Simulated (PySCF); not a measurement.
Work out the structure from these simulated measurements.

Formula: CH9ClOSi3.

| Item | Value |
| --- | --- |
| 1H NMR | chemical shifts (computed TMS as zero) by class: 5.39 (1 H), 5.16 (3 H), 4.03 (3 H), 0.38 (1 H), -0.01 (1 H) ppm [GIAO PBE0/pcSseg-1] |
| UV, strongest line | among the 8 lowest singlet transitions: S3 at 7.47 eV (166 nm, f = 0.071) [TDDFT B3LYP/def2-SVPD] |
| 13C NMR | chemical shifts (computed TMS as zero) by class: 0.5 (1 C) ppm [GIAO PBE0/pcSseg-1] |
| Rotational structure | rotational constants A, B, C: 1.439, 1.101, 0.671 GHz [GFN2-xTB] |
| Dipole | 1.31 D [B3LYP/def2-SVPD] |
| UV, first state | lowest singlet excitation: 7.05 eV (176 nm, f = 0.001) [TDDFT B3LYP/def2-SVPD] |

Gas-phase values; electronic properties from PySCF, density fitting. Levels stand in brackets. Geometry: GFN2-xTB, one conformer, isolated molecule. NMR values are class means; diastereotopic atoms form classes of their own.

Problem. Propose a structure and show how it fits.

Solution. Numbering: `[SiH3:1][CH2:2][Si@H:3]([Cl:4])[O:5][SiH3:6]`. Its formula, CH9ClOSi3, gives 0 degrees of unsaturation, so no ring and no π bond. The one carbon: sp3 carbon bound to silicon [C2] (0.5 ppm). Hydrogen classes from least to most shielded: 1 H on a chlorine-bound silicon, Si3 (5.39 ppm), 3 H on an oxygen-bound silicon, Si6 (5.16 ppm), 3 H on an SiH3 silicon, Si1 (4.03 ppm), 1 H on an sp3 carbon bound to silicon, C2 (0.38 ppm), 1 H on an sp3 carbon bound to silicon, C2 (-0.01 ppm). The optimised geometry has point group C1 and is an asymmetric top. Structure: `[SiH3]C[Si@H](Cl)O[SiH3]`. Computed isomers that give other values at the same levels: `[SiH3]O[SiH2][SiH2]CCl` (13C chemical shifts (computed TMS as zero) by class: 30.3 (1 C) ppm); `[SiH3][SiH2]O[SiH2]CCl` (13C chemical shifts (computed TMS as zero) by class: 34.6 (1 C) ppm); `C[Si@H]([SiH3])O[SiH2]Cl` (1H chemical shifts (computed TMS as zero) by class: 5.71 (1 H), 5.42 (1 H), 5.38 (1 H), 3.48 (3 H), 0.52 (3 H) ppm). The assignments are read from this structure; whether some other isomer fits the data as well wasn't checked. The mirror image fits equally.

The values belong to the conformer `[SiH3:1][CH2:2][Si@H:3]([Cl:4])[O:5][SiH3:6]`: Si1–C2–Si3–Cl4 171°, C2–Si3–O5–Si6 49°.
